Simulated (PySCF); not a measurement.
# In₂: one state, many levels of theory

State: ³Πu (triplet), unpaired electrons σ ↑, π ↑. Set-up: basis In def2-SVP with ECP28; scalar-relativistic core potentials; PySCF 2.14. De refers to In + In in their high-spin ground configurations, without counterpoise correction. The functionals are run spin-unrestricted.

```csv
Level,Re (Å),ωe (cm⁻¹),De (eV),"CPU s a point (SCF and correlation, without the integrals)"
UHF,3.102,116,0.59,0.18
UHF-MP2,3.027,126,1.07,0.29
UHF-SCS-MP2,3.033,126,0.92,n/a
UHF-CCSD,3.056,120,1.00,n/a
UHF-CCSD(T),3.055,120,1.07,9.1
PBE,3.103,105,1.36,0.59
BP86,3.106,104,1.33,0.4
r²SCAN,3.050,113,1.35,0.76
r²SCANh,3.041,115,1.32,0.82
PBE0,3.053,114,1.26,1.3
M06,3.097,112,1.40,0.77
ωB97X,3.004,128,1.12,0.94
```

The bond length runs from 3.004 Å (ωB97X) to 3.106 Å (BP86). De spans 0.59 eV (UHF, mean field) to 1.40 eV (M06, hybrid meta-GGA). Correlation at CCSD(T) changes the Hartree–Fock bond energy by +0.48 eV; the triples alone change it by +0.07 eV.

Correlated steps freeze 8 core orbitals. Correlated levels converge slowly with the basis: in double zeta they bind strong bonds too weakly, by up to about 1 eV, and carry superposition errors of some tenths. Spin–orbit coupling is left out, which matters for elements this heavy, above all for dissociation energies. The state is the lowest determinant that a PBE0 search found; another state may lie lower at other levels.

The whole job (state search and all levels along the bond) took about 3 min on 1 thread of Intel Xeon Platinum 8259CL @ 2.50GHz (shared host), peak memory 0.59 GiB.
